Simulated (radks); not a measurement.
The numbers below are computed, except where a source is named.
Task: Isoelectronic series with 4 electrons, each ion in its NIST ground configuration. Code: a radial shooting solver on a logarithmic mesh with Libxc functionals. Model: non-relativistic Kohn-Sham, PBE, spin-unpolarised, spherical densities, point nucleus. Total energies (hartree) and mean radii <r> (bohr):

| ion | configuration | E (hartree) | 2s | 1s |
|---|---|---|---|---|
| Be | [He] 2s2 | -14.62995 | 2.604 | 0.4209 |
| F5+ | [He] 2s2 | -87.97145 | 0.8053 | 0.1756 |
| Si10+ | [He] 2s2 | -223.82798 | 0.4809 | 0.1108 |
| K15+ | [He] 2s2 | -422.18606 | 0.3431 | 0.08094 |
| Cu25+ | [He] 2s2 | -1006.40326 | 0.2182 | 0.05258 |
| Se30+ | [He] 2s2 | -1392.26205 | 0.1846 | 0.04474 |
| Ru40+ | [He] 2s2 | -2351.47976 | 0.1412 | 0.03446 |
| In45+ | [He] 2s2 | -2924.83866 | 0.1263 | 0.03091 |

Estimate the row of Cr20+ ([He] 2s2).

Result: E (hartree) -683.04457; 2s 0.2668; 1s 0.06375.
